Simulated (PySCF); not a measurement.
C2H6GeS, SMILES C(=[CH]/[GeH3])/S, singlet at its PBE/def2-SVP optimised geometry (Å):

```
10

S      1.7593    -1.3567     0.0000
C     -0.0001    -1.3567     0.0000
C     -0.8718    -0.3203     0.0000
Ge    -0.4270     1.5771     0.0016
H      1.9439    -0.0044    -0.0018
H     -0.3694    -2.3988    -0.0002
H     -1.9439    -0.5813    -0.0001
H     -1.7396     2.3988    -0.0020
H      0.4164     1.9586    -1.2488
H      0.4091     1.9580     1.2570
```

Computed with PBE/def2-TZVP (PySCF). Cells within 0.4 Å of a nucleus heavier than hydrogen are left out (blank, or x).

Map of the electron localisation function on the plane z = 0.0 Å:

```
|0000000000000000000000000|
|0000001210000000000000000|
|0000048973000000000000000|
|0000599998200000000000000|
|0001999999521100000000000|
|0003999999522221000000000|
|0004999997121331000000000|
|00028999916x4132000000000|
|0000268751xx6132000000000|
|0000000131362120001100000|
|0000000136322210279840000|
|0000013358986201999960000|
|0000589972x64104999940000|
|000399999xx55214899720000|
|0004999994497565347520000|
|000289997475x385xx0642000|
|000048741141x285xx0873100|
|0000010002898666118974100|
|0000000007999623689874100|
|0000000049999601578752000|
|0000000059999500145420000|
|0000000028998200011100000|
|0000000001563000000000000|
|0000000000000000000000000|
|0000000000000000000000000|
```
Scale: ten equal steps from 0.000 (start of '0') to 1.000 (end of '9'), in the order '0123456789'; x runs from -4.50 to 4.50, y from -4.50 (bottom) to 4.50 (top).
